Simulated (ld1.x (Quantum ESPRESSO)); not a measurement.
## u(r) = r·R(r): atom against pseudo-atom (Mn)

Columns: radius, all-electron u(r) and pseudo u(r) of the 3d shell (level -7.60 eV) of manganese in the configuration [Ne] 3s2 3p6 3d5 4s1.5 4p0.5; PBEsol, scalar-relativistic, TM scheme, ld1.x (Quantum ESPRESSO) 7.5.

```json
{"r (bohr)": "0.103", "all-electron": "0.0629", "pseudo": "0.0065"}
{"r (bohr)": "0.205", "all-electron": "0.2550", "pseudo": "0.0481"}
{"r (bohr)": "0.308", "all-electron": "0.4768", "pseudo": "0.1486"}
{"r (bohr)": "0.410", "all-electron": "0.6587", "pseudo": "0.3070"}
{"r (bohr)": "0.513", "all-electron": "0.7860", "pseudo": "0.5049"}
{"r (bohr)": "0.615", "all-electron": "0.8586", "pseudo": "0.7027"}
{"r (bohr)": "0.718", "all-electron": "0.8884", "pseudo": "0.8668"}
{"r (bohr)": "0.820", "all-electron": "0.8868", "pseudo": "0.9687"}
{"r (bohr)": "0.923", "all-electron": "0.8645", "pseudo": "1.0040"}
{"r (bohr)": "1.025", "all-electron": "0.8296", "pseudo": "0.9818"}
{"r (bohr)": "1.128", "all-electron": "0.7871", "pseudo": "0.9210"}
{"r (bohr)": "1.230", "all-electron": "0.7415", "pseudo": "0.8426"}
{"r (bohr)": "1.332", "all-electron": "0.6948", "pseudo": "0.7613"}
{"r (bohr)": "1.435", "all-electron": "0.6482", "pseudo": "0.6859"}
{"r (bohr)": "1.538", "all-electron": "0.6031", "pseudo": "0.6209"}
{"r (bohr)": "1.640", "all-electron": "0.5604", "pseudo": "0.5672"}
{"r (bohr)": "1.743", "all-electron": "0.5198", "pseudo": "0.5216"}
{"r (bohr)": "1.845", "all-electron": "0.4822", "pseudo": "0.4824"}
{"r (bohr)": "1.948", "all-electron": "0.4467", "pseudo": "0.4467"}
{"r (bohr)": "2.050", "all-electron": "0.4140", "pseudo": "0.4140"}
{"r (bohr)": "2.153", "all-electron": "0.3834", "pseudo": "0.3834"}
{"r (bohr)": "2.255", "all-electron": "0.3554", "pseudo": "0.3554"}
{"r (bohr)": "2.358", "all-electron": "0.3291", "pseudo": "0.3291"}
{"r (bohr)": "2.460", "all-electron": "0.3050", "pseudo": "0.3050"}
{"r (bohr)": "2.562", "all-electron": "0.2827", "pseudo": "0.2827"}
{"r (bohr)": "2.665", "all-electron": "0.2618", "pseudo": "0.2618"}
```

How many radial nodes do the two functions have?

The all-electron 3d function has n − l − 1 = 0; the pseudo-wave has 0.

At about which radius was the pseudo-wave matched?

2.05 bohr. The columns agree to 0.0005 from 1.84 bohr on; several derivatives are matched, so the curves merge somewhat inside the radius.

Where does each function peak?

Outermost all-electron maximum near 0.72 bohr, pseudo maximum near 0.92 bohr (to the table’s step).

Is the pseudo-wave norm-conserving?

Yes: the TM scheme keeps the norm inside the radius equal to the all-electron one, which fixes the energy derivative of the logarithmic derivative at the level.
